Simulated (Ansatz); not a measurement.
Reactions of C2H6SSi (`SC1C[SiH2]1`).

Computed with Ansatz on PBE0-D4/def2-TZVP structures; ΔE is electronic, products minus reactants. CCSD(T)/CBS adds triple-zeta CCSD(T) − MP2 to the extrapolated MP2 energy (def2 sets, frozen cores). This one scheme is used for every species, atoms too. Open shells (•) are unrestricted, without spin–orbit coupling. Spin–orbit coupling would lower the free atoms: a little for C, S, Si. One conformer a species, not always the lowest.

| reaction | CCSD(T)/CBS(def2) (kJ/mol) |
| --- | --- |
| `SC1C[SiH2]1` + CH₃NH₂ → `CNC1C[SiH2]1` + H₂S | 13 |
| `SC1C[SiH2]1` → `C1CS[SiH2]1` | -154 |
| `SC1C[SiH2]1` + H–F → `FC1C[SiH2]1` + H₂S | 62 |
| `SC1C[SiH2]1` → `CC[Si]S` | ? |
| `SC1C[SiH2]1` → `C[Si]SC` | -115 |
| `SC1C[SiH2]1` → `C=CS[SiH3]` | -95 |
| `SC1C[SiH2]1` → 2 C• + 6 H• + S• + Si• | 3446 |
| `SC1C[SiH2]1` → `CC([SiH3])=S` | ? |
| `SC1C[SiH2]1` → `C[SiH]1CS1` | ? |
| `SC1C[SiH2]1` → `[SiH3]/C=C\S` | -42 |

(1) Fill in the missing values. (Estimate.)

Largest T1 diagnostic: 0.016, for `CC([SiH3])=S`.

Answers

(1) Ansatz gave: `SC1C[SiH2]1` → `CC[Si]S`: -104.0 kJ/mol; `SC1C[SiH2]1` → `CC([SiH3])=S`: -46.2 kJ/mol; `SC1C[SiH2]1` → `C[SiH]1CS1`: -167.5 kJ/mol.
